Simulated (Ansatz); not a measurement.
The same ligand exchange along the group Si, Ge, Sn.

Isolated molecules relaxed with PBE0-D4/def2-TZVP in Ansatz; ΔE leaves out vibrations. CCSD(T)/CBS is the MP2 limit (def2-TZVPP, def2-QZVPP) plus CCSD(T) − MP2 in def2-TZVPP, frozen cores. This one scheme is used for every species. Functionals use def2-TZVPP. Elements past krypton have def2 core potentials. For Br, Ge, Sn outer-core shells are correlated without core-valence functions, which leaves a few kJ/mol of doubt a bond. Scalar relativity is left out up to krypton.

| reaction | B2PLYP (eV) | CCSD(T)/CBS(def2) (eV) |
| --- | --- | --- |
| `F[Si](F)(Cl)Cl` + HBr → `F[Si](F)(Cl)Br` + HCl | 0.10 | 0.06 |
| `[F][Ge]([F])([Cl])[Cl]` + HBr → `[F][Ge]([F])([Cl])[Br]` + HCl | -0.07 | -0.08 |
| `[F][Sn]([F])([Cl])[Cl]` + HBr → `[F][Sn]([F])([Cl])[Br]` + HCl | -0.16 | -0.19 |

Largest T1 diagnostic: 0.013, for `[F][Sn]([F])([Cl])[Cl]`.
